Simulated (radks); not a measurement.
Values are calculated unless marked as measured or tabulated.
These are the eigenvalues of the occupied orbitals of an atom or ion with whole-number occupations (Ry). Level of theory: non-relativistic Kohn-Sham, LB94 model potential, spin-polarised, spherical densities, point nucleus (a radial shooting solver on a logarithmic mesh with Libxc functionals).

1s: -5430.555
2s: -1056.609
2p: -1023.720
3s: -377.6576
3p: -362.4362
3d: -334.5607
4s: -190.7523

Which element is it, and in what charge state? The configuration may be excited. Open shells, if any, are filled with parallel spins first.

Answer. Z = 78, platinum, charge +48: Pt48+ in [Ar] 3d10 4s2. The list shows which subshells hold electrons but not how many an open one holds; the 1s level, -2715.3 hartree, gives Z - s = 73.7 by -(Z - s)^2/2, which with screening narrows Z to a few neighbours, and the depths of the outer levels then fix element, charge and occupations together.
